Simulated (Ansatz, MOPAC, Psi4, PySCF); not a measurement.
Molecule: MgF, net charge 1, singlet state. SMILES: [F][Mg+]
Coordinates optimised at B3LYP-D3(BJ)/def2-TZVP (Ansatz, an electronic-structure program):
```
Mg
F 1 1.7060
```
Charge +1, spin multiplicity 1.

Quantity: vertical electron affinity to the doublet, in eV. Set-up: non-relativistic; 6-311+G** with 5d, 6d on Na to Ar in Ansatz; open shells spin-unrestricted; each state is the SCF solution reached for its charge and spin; no spin-orbit coupling; frozen cores in correlated levels; six Cartesian d functions in 6-31G* and its kin unless marked 5d. First-principles rows: single points at B3LYP-D3(BJ) geometries (Ansatz). Semi-empirical rows: differences of heats of formation at the shared geometry for vertical values. The spin state of an ion or metal species was assumed, not searched.

```json
[
 {"level": "PM3", "program": "MOPAC", "vertical electron affinity to the doublet (eV)": "8.55"},
 {"level": "MNDO", "program": "MOPAC", "vertical electron affinity to the doublet (eV)": "7.90"},
 {"level": "HF/6-31G*", "program": "Ansatz", "vertical electron affinity to the doublet (eV)": "7.61"},
 {"level": "HF/6-311+G**", "program": "Ansatz", "vertical electron affinity to the doublet (eV)": "7.74"},
 {"level": "PBE/6-31G*", "program": "Ansatz", "vertical electron affinity to the doublet (eV)": "7.79"},
 {"level": "PBE/6-311+G**", "program": "Ansatz", "vertical electron affinity to the doublet (eV)": "7.96"},
 {"level": "B3LYP/STO-3G", "program": "Ansatz", "vertical electron affinity to the doublet (eV)": "2.81"},
 {"level": "B3LYP/3-21G", "program": "Ansatz", "vertical electron affinity to the doublet (eV)": "7.89"},
 {"level": "B3LYP/6-31G*", "program": "Ansatz", "vertical electron affinity to the doublet (eV)": "7.93"},
 {"level": "M06-2X/6-31G* (5d)", "program": "PySCF", "vertical electron affinity to the doublet (eV)": "7.90"},
 {"level": "wB97X-D/6-31G*", "program": "Psi4", "vertical electron affinity to the doublet (eV)": "7.57"},
 {"level": "MP2/6-31G*", "program": "Ansatz", "vertical electron affinity to the doublet (eV)": "7.53"},
 {"level": "MP2/6-311+G**", "program": "Ansatz", "vertical electron affinity to the doublet (eV)": "7.68"},
 {"level": "PBE/def2-TZVPD", "program": "Ansatz", "vertical electron affinity to the doublet (eV)": "7.90"},
 {"level": "B3LYP/def2-TZVPD", "program": "Ansatz", "vertical electron affinity to the doublet (eV)": "8.04"},
 {"level": "M06-2X/def2-TZVPD", "program": "PySCF", "vertical electron affinity to the doublet (eV)": "7.92"}
]
```

No value to compare with is used here. The 13 habitual levels span 2.81 (B3LYP/STO-3G) to 8.55 eV (PM3); PBE/def2-TZVPD gives 7.90.

The levels are drawn from those run, B3LYP/6-31G* more often than the rest, none by its result; runs whose electronic state is in doubt are left out.
